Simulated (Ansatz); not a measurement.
Correlation energies of `C[N]=[W]([F])([F])=[N]C` by basis set

Z-matrix (Å, degrees):
```
C
N 1 1.418
H 1 1.095 2 110.3
H 1 1.095 2 111.7 3 120.5
H 1 1.095 2 110.3 3 -119.0
W 2 1.740 1 160.7 3 -120.3
F 6 1.880 2 107.8 1 -116.6
F 6 1.880 2 107.8 1 116.7
N 6 1.740 2 108.9 1 0.0
C 9 1.418 6 160.4 2 0.0
H 10 1.095 9 111.7 6 0.6
H 10 1.095 9 110.3 6 -119.9
H 10 1.095 9 110.3 6 121.1
```

Total charge 0; spin multiplicity 1. Correlated methods include outer-core shells of W, which these sets cover unevenly. W: def2 effective core potential. The geometry is a stationary point of PBE0-D4/def2-TZVP. Frozen core, restricted reference, Ansatz 0.2.0.

| basis | HF (Eh) | MP2 corr. | CCSD corr. | (T) | CCSD(T) total |
| --- | --- | --- | --- | --- | --- |
| def2-SVP | -453.18015 | -1.38376 | -1.36232 | -0.05586 | -454.59833 |
| def2-TZVPP | ? | ? | ? | -0.08684 | ? |
| def2-QZVPP | ? | -1.93994 | – | – | – |

Task: Fill in the withheld values. (Best estimate.)

Result: Computed: def2-TZVPP HF (Eh): -453.68391; def2-TZVPP MP2 corr.: -1.78280; def2-TZVPP CCSD corr.: -1.74203; def2-TZVPP CCSD(T) total: -455.51278; def2-QZVPP HF (Eh): -453.70283.
